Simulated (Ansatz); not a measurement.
Correlation energies of `C[O][Sn]([CH3])([CH3])[Si](F)(F)F` by basis set

```json
{"atom": "C1", "x (Å)": "-0.265", "y (Å)": "-0.322", "z (Å)": "2.509"}
{"atom": "O2", "x (Å)": "0.654", "y (Å)": "0.227", "z (Å)": "1.602"}
{"atom": "Sn3", "x (Å)": "0.227", "y (Å)": "0.304", "z (Å)": "-0.324"}
{"atom": "C4", "x (Å)": "-1.621", "y (Å)": "1.355", "z (Å)": "-0.550"}
{"atom": "C5", "x (Å)": "1.927", "y (Å)": "1.270", "z (Å)": "-1.156"}
{"atom": "Si6", "x (Å)": "-0.011", "y (Å)": "-2.156", "z (Å)": "-1.062"}
{"atom": "F7", "x (Å)": "-0.983", "y (Å)": "-2.978", "z (Å)": "-0.116"}
{"atom": "F8", "x (Å)": "-0.605", "y (Å)": "-2.278", "z (Å)": "-2.529"}
{"atom": "F9", "x (Å)": "1.370", "y (Å)": "-2.932", "z (Å)": "-1.074"}
{"atom": "H10", "x (Å)": "-1.221", "y (Å)": "0.221", "z (Å)": "2.524"}
{"atom": "H11", "x (Å)": "-0.484", "y (Å)": "-1.380", "z (Å)": "2.304"}
{"atom": "H12", "x (Å)": "0.163", "y (Å)": "-0.262", "z (Å)": "3.514"}
{"atom": "H13", "x (Å)": "-2.416", "y (Å)": "0.835", "z (Å)": "-0.016"}
{"atom": "H14", "x (Å)": "-1.887", "y (Å)": "1.420", "z (Å)": "-1.605"}
{"atom": "H15", "x (Å)": "-1.514", "y (Å)": "2.361", "z (Å)": "-0.144"}
{"atom": "H16", "x (Å)": "1.842", "y (Å)": "1.330", "z (Å)": "-2.241"}
{"atom": "H17", "x (Å)": "2.823", "y (Å)": "0.709", "z (Å)": "-0.894"}
{"atom": "H18", "x (Å)": "2.001", "y (Å)": "2.277", "z (Å)": "-0.744"}
```

Charge 0, multiplicity 1. Correlated methods include outer-core shells of Sn, which these sets cover unevenly. Sn takes the def2 core potential. The structure was optimised at the PBE0-D4/def2-TZVP level. It is one conformer, not always the lowest. Frozen core, restricted reference, Ansatz 0.2.0.

```csv
basis,HF (Eh),MP2 corr.
def2-SVP,-994.01297,-1.37131
def2-TZVPP,-994.76304,-1.95659
def2-QZVPP,-994.79890,-2.30619
```

(1) Estimate the CCSD correlation energy and the (T) correction in each basis where they were run (hartree).

Answers

(1) 
| basis | CCSD corr. | (T) |
| --- | --- | --- |
| def2-SVP | -1.43710 | -0.03299 |
| def2-TZVPP | -1.99222 | -0.06718 |
